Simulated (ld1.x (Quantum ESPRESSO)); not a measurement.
## Ge (Z = 32): excitation energies, all-electron against PAW

germanium (Ge), PAW, made with ld1.x (Quantum ESPRESSO) 7.5 (PBE, fully relativistic). Core [Ne], reference 3s2 3p6 3d10 4s1 4p3. Waves: 3s (bound): rcut 0.95, rcutus 1.15 bohr; 4s (bound): rcut 0.95, rcutus 1.15 bohr; 3p (bound): rcut 0.90, rcutus 1.00 bohr; 4p (bound): rcut 0.90, rcutus 1.00 bohr; 3d (bound): rcut 0.50, rcutus 0.60 bohr; 3d channel at -1.2 Ry: rcut 0.50, rcutus 0.60 bohr. Local part: all-electron potential smoothed inside 0.80 bohr (lloc = -2). Core correction: Bessel-smoothed model core, default radius (core density twice the valence density). Augmentation charge: PSQ, inside the norm-conserving radii.

Open shells are filled in proportion to 2j + 1 (rel_dist='average').

Energies are relative to the spin-unpolarised reference configuration 3s2 3p6 3d10 4s1 4p3; without spin polarisation the order of configurations can differ from experiment. The frozen-core shift is the all-electron ΔE with the core orbitals held at their reference shape minus the fully relaxed ΔE.

```json
{"valence configuration": "3s2 3p6 3d10 4s2 4p1", "charge": "+1", "ΔE all-electron (eV)": "-0.523", "error AE − PS (meV)": "+1.2", "frozen-core shift (meV)": "0.0"}
{"valence configuration": "3s2 3p6 3d10 4s2 4p0", "charge": "+2", "ΔE all-electron (eV)": "14.919", "error AE − PS (meV)": "+2.0", "frozen-core shift (meV)": "0.0"}
{"valence configuration": "3s2 3p6 3d10 4s0 4p0", "charge": "+4", "ΔE all-electron (eV)": "96.053", "error AE − PS (meV)": "+0.4", "frozen-core shift (meV)": "+0.3"}
{"valence configuration": "3s2 3p6 3d9 4s2 4p2", "charge": "+1", "ΔE all-electron (eV)": "30.713", "error AE − PS (meV)": "+1.0", "frozen-core shift (meV)": "+0.3"}
{"valence configuration": "3s1 3p6 3d10 4s2 4p2", "charge": "+1", "ΔE all-electron (eV)": "170.806", "error AE − PS (meV)": "-4.1", "frozen-core shift (meV)": "+3.0"}
```

(1) What are ΔE and the potential's error for 3s2 3p6 3d10 4s2 4p2?

(2) What are ΔE and the potential's error for 3s2 3p6 3d9 4s2 4p3?

Levels in the configuration 3s2 3p6 3d10 4s2 4p1:

| level | all-electron (eV) | pseudo (eV) |
| --- | --- | --- |
| 3s j=1/2 | -177.460 | -177.463 |
| 3p j=1/2 | -127.495 | -127.499 |
| 3p j=3/2 | -123.218 | -123.223 |
| 3d j=3/2 | -38.662 | -38.665 |
| 3d j=5/2 | -38.076 | -38.082 |
| 4s j=1/2 | -19.855 | -19.856 |
| 4p j=1/2 | -11.406 | -11.405 |
| 4p j=3/2 | -11.162 | -11.162 |

The ghost test of this file was not conclusive.

## Answers

(1) ΔE = -7.969 eV all-electron; the error (AE − PS) is +0.8 meV.

(2) ΔE = 21.651 eV all-electron; the error (AE − PS) is +1.3 meV.
